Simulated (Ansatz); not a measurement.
# C5H8SeSi: where a starting geometry ends

The starting geometry of this gas-phase singlet was optimised with GFN2-xTB; its bonds are those of `CC1=C[SiH2]C=C[Se]1`.

```xyz
15

C    -2.9843   -1.0004    0.4819
C    -1.8403   -0.2251   -0.0997
C    -0.6119   -0.2061    0.4115
C     0.3070    1.7888   -1.6524
C    -0.9133    1.7800   -2.1776
Se   -2.3992    0.7337   -1.6684
Si    0.8845    0.7156   -0.2310
H    -3.7850   -0.3216    0.7820
H    -2.6625   -1.5728    1.3499
H    -3.3937   -1.6855   -0.2630
H    -0.4640   -0.7973    1.3097
H     1.4488    1.5609    0.8330
H     1.9035   -0.2354   -0.7063
H     1.0198    2.4773   -2.0898
H    -1.1932    2.4203   -3.0086
```

Q: Where would you expect an optimisation with PBE-D3(BJ)/def2-SVP to take it?

A: It keeps its bonds, and is `CC1=C[SiH2]C=C[Se]1`.

The energy falls by 0.13 eV over 11 steps:

| step | E − E(last) (eV) |
| --- | --- |
| 1 | 0.127 |
| 2 | 0.012 |
| 3 | 0.002 |
| 4 | 0.001 |
| 5 | 0.001 |
| 7 | 0.001 |
| 8 | 0.000 |
| 9 | 0.000 |
| 10 | 0.000 |
| 11 | 0.000 |

Final geometry (Å):

```xyz
15

C    -2.9994   -1.0048    0.4737
C    -1.8628   -0.1938   -0.0958
C    -0.5982   -0.2103    0.3947
C     0.3276    1.7670   -1.6751
C    -0.9326    1.7882   -2.1689
Se   -2.4750    0.8422   -1.5979
Si    0.8889    0.7370   -0.2219
H    -3.8395   -0.3551    0.7990
H    -2.6536   -1.5903    1.3477
H    -3.4089   -1.7111   -0.2795
H    -0.4532   -0.8750    1.2691
H     1.4676    1.6050    0.8718
H     2.0028   -0.2054   -0.6173
H     1.0556    2.4178   -2.1937
H    -1.2028    2.4208   -3.0343
```

No frequencies were run, so the end isn't proven a minimum. Run with Ansatz 0.2.0, 20 s on 4 threads of Arm Neoverse V1 (shared host).
